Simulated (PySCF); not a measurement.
Te (tellurium, neutral) across methods

[Kr] 4d10 5s1 5p4 6s1, high-spin 5P determinant (an excited configuration). All numbers are calculated (PySCF 2.14, no relativity, point nucleus, in dyall-av2z).

```json
{"method": "r2SCAN", "E (hartree)": "-6613.84", "mean ε 5p α (eV)": "-10.549", "mean ε 5p β (eV)": "-7.992", "mean ε 6s α (eV)": "-1.672", "Σ⟨r²⟩ (bohr²)": "84.86", "⟨S²⟩": "6.005"}
{"method": "LDA", "E (hartree)": "-6608.12", "mean ε 5p α (eV)": "-10.101", "mean ε 5p β (eV)": "-8.082", "mean ε 6s α (eV)": "-1.752", "Σ⟨r²⟩ (bohr²)": "83.97", "⟨S²⟩": "6.001"}
{"method": "PBE", "E (hartree)": "-6613.28", "mean ε 5p α (eV)": "-10.007", "mean ε 5p β (eV)": "-7.896", "mean ε 6s α (eV)": "-1.641", "Σ⟨r²⟩ (bohr²)": "84.28", "⟨S²⟩": "6.002"}
{"method": "UHF", "E (hartree)": "-6611.29868", "mean ε 5p α (eV)": "-14.413", "mean ε 5p β (eV)": "-9.565", "mean ε 6s α (eV)": "-2.852", "Σ⟨r²⟩ (bohr²)": "85.91", "⟨S²⟩": "6.011"}
{"method": "PBE0", "E (hartree)": "-6613.46", "mean ε 5p α (eV)": "-11.287", "mean ε 5p β (eV)": "-8.646", "mean ε 6s α (eV)": "-2.045", "Σ⟨r²⟩ (bohr²)": "84.50", "⟨S²⟩": "6.003"}
{"method": "B97-3", "E (hartree)": "-6613.46", "mean ε 5p α (eV)": "-11.224", "mean ε 5p β (eV)": "-8.612", "mean ε 6s α (eV)": "-1.905", "Σ⟨r²⟩ (bohr²)": "84.63", "⟨S²⟩": "6.004"}
{"method": "LC-wPBE", "E (hartree)": "-6613.18", "mean ε 5p α (eV)": "-14.004", "mean ε 5p β (eV)": "-11.025", "mean ε 6s α (eV)": "-3.253", "Σ⟨r²⟩ (bohr²)": "84.57", "⟨S²⟩": "6.002"}
{"method": "r2SCANh", "E (hartree)": "-6613.86", "mean ε 5p α (eV)": "-10.997", "mean ε 5p β (eV)": "-8.274", "mean ε 6s α (eV)": "-1.832", "Σ⟨r²⟩ (bohr²)": "84.85", "⟨S²⟩": "6.005"}
```

A non-relativistic calculation at this Z misses sizeable relativistic shifts. The outer electron is Rydberg-like, and this basis confines it to a smaller radius and binds it less than a complete one would.
